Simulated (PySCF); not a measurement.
Molecule: SMILES CBOCC, C₃H₉BO.

Geometry (Å), atoms numbered from 1 in this order:
```xyz
14

C    -2.1418    1.3154   -0.0242
B    -1.1144    0.3174    0.6072
O    -0.1550   -0.2313   -0.1630
C     0.8269   -1.1130    0.3379
C     2.1953   -0.4721    0.2938
H    -3.1755    1.0428    0.2447
H    -2.0574    1.3884   -1.1182
H    -1.9793    2.3203    0.4047
H    -1.1449    0.0238    1.7918
H     0.5692   -1.4165    1.3682
H     0.8085   -2.0182   -0.2916
H     2.9625   -1.1792    0.6438
H     2.4486   -0.1656   -0.7320
H     2.2308    0.4202    0.9373
```

Geometry PBE0-D3(BJ)/def2-SVP throughout; GIAO in PySCF 2.14.0 with density-fitted response routines, gas phase, one conformer, non-relativistic; equivalent atoms averaged; basis pcSseg-1.

Q: How do the absolute shieldings σ depend on the functional? (ppm; last column core-seconds on 1 thread of an Arm Neoverse V2, shared host; the GGAs took longer than the global hybrids here, which isn't the general rule, and the cause wasn't traced)

A: 
```
functional           kind     C4     C5     C1    B2     O3     H9  H10/H11  H12/H13/H14  H6/H7/H8  core-s
        HF   Hartree–Fock  127.5  170.4  183.4  65.1  163.5  26.90    27.94        30.38     31.22     3.4
       LDA            LDA  104.2  161.3  173.1  40.6   77.0  25.22    26.52        29.60     30.35     9.1
       PBE            GGA  105.4  159.6  172.6  46.2   86.5  25.77    26.98        29.96     30.72      12
      BLYP            GGA   99.7  154.1  168.1  43.9   84.8  26.07    27.16        30.11     30.91      12
      BP86            GGA  105.0  159.2  172.3  47.1   90.1  25.86    27.05        30.02     30.80      12
      OPBE            GGA  113.8  165.3  177.6  54.9  104.6  25.87    27.05        29.99     30.71      12
       KT2            GGA  110.0  162.7  176.2  54.2   94.9  25.87    27.00        29.95     30.74      12
       KT3            GGA  110.4  161.5  175.4  56.0  103.8  26.19    27.19        30.09     30.86      12
     B97-D            GGA  105.8  158.2  172.2  52.1  103.4  26.20    27.23        30.15     30.95      11
     B3LYP  global hybrid  106.2  158.3  172.0  47.6  102.1  26.20    27.29        30.12     30.93     7.6
```

Q: Which nucleus moves most, in ppm?

A: O3 (oxygen bonded to C, B): from 77.0 ppm with LDA to 163.5 ppm with HF. The smallest spread is 0.79 ppm, at H12/H13/H14. Proton shifts span only some 12 ppm, so a few tenths of a ppm matter as much there as several ppm in carbon.
